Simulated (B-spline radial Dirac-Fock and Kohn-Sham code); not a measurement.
Model: the Dirac equation of a negative muon with reduced mass in the field of a spherical finite nucleus, with the Uehling potential to all orders; nuclear polarisation, deformation, hyperfine structure, self-energy, higher-order vacuum polarisation, relativistic recoil and electron screening are left out. Program: a B-spline atomic structure program. The nuclear charge is a Fermi distribution (skin thickness 2.3 fm).

Problem. A muonic atom of atomic mass 88.91 u emits these computed lines: 2p3/2 → 1s1/2 2338 keV, 3d5/2 → 2p3/2 569.0 keV, 4f7/2 → 3d5/2 198.7 keV, 5g9/2 → 4f7/2 91.71 keV. Which element is it, and what rms charge radius was used?

Solution. Strontium (Z = 38, nuclide ⁸⁹Sr); the high transitions hardly feel the nucleus and fix Z. The 2p → 1s line lies 780.6 keV below the value for a point nucleus without QED, which for this nuclear model gives a radius near 4.24 fm (4.2407 fm was used).
